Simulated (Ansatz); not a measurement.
`N[SiH](Cl)O[SiH3]` + H–F → `F[SiH](Cl)O[SiH3]` + NH₃ at 400 K and 1 bar (ligand exchange at the Si–N bond).

Computed with Ansatz on PBE0-D4/def2-TZVP structures; ΔE is electronic, products minus reactants. CBS: MP2 limit from def2 TZ/QZ plus the TZ coupled-cluster correction, frozen cores. This one scheme is used for every species. One conformer a species, not always the lowest.

| species | CCSD(T)/CBS energy (Eh) | H − E (kJ/mol) | S (J/(mol·K)) |
| --- | --- | --- | --- |
| `N[SiH](Cl)O[SiH3]` | -1171.60384 | 215.3 | 432.3 |
| H–F | -100.39570 | 36.5 | 182.2 |
| `F[SiH](Cl)O[SiH3]` | -1215.52253 | 150.1 | 418.4 |
| NH₃ | -56.50880 | 104.2 | 203.1 |

H − E and S are ideal-gas, rigid-rotor, harmonic terms from PBE0-D4/def2-TZVP, for one conformer and one mirror image of each species. 1 Eh = 2625.50 kJ/mol, R = 8.31446 J/(mol·K).

Problem. By hand: ΔE, ΔH, ΔS and ΔG.

Solution. ΔE = (-1215.52253) + (-56.50880) − (-1171.60384) − (-100.39570) = -0.03179 Eh = -83.5 kJ/mol. Δ(H − E) = 150.1 + 104.2 − 215.3 − 36.5 = 2.5, so ΔH = -81.0 kJ/mol. ΔS = 418.4 + 203.1 − 432.3 − 182.2 = 7.0 J/(mol·K). ΔG = -81.0 − 400 × (7.0)/1000 = -83.8 kJ/mol.

Problem. By hand: the equilibrium constant, and the temperature at which ΔG would vanish if ΔH and ΔS stayed fixed.

Solution. log₁₀ K = −ΔG/(RT ln 10) = 10.9. ΔH and −TΔS have one sign here, so there is no such temperature.

The number of gas molecules stays the same, so ΔS is small and ΔH decides. A doubt of 5 kJ/mol in ΔE shifts log₁₀ K by 0.7 here. Other conformers and mirror images would add mixing entropy, several J/(mol·K) or more a flexible species. Modes under 60 cm⁻¹, often nearly free rotors, make the harmonic entropy too high. These are equilibria of isolated gas molecules and say nothing of rates. Largest T1 diagnostic: 0.011 (customary marks: 0.02 for closed shells, 0.045 for open ones).

ΔS is within the doubt of such terms, so its sign, and with it that verdict, could turn.
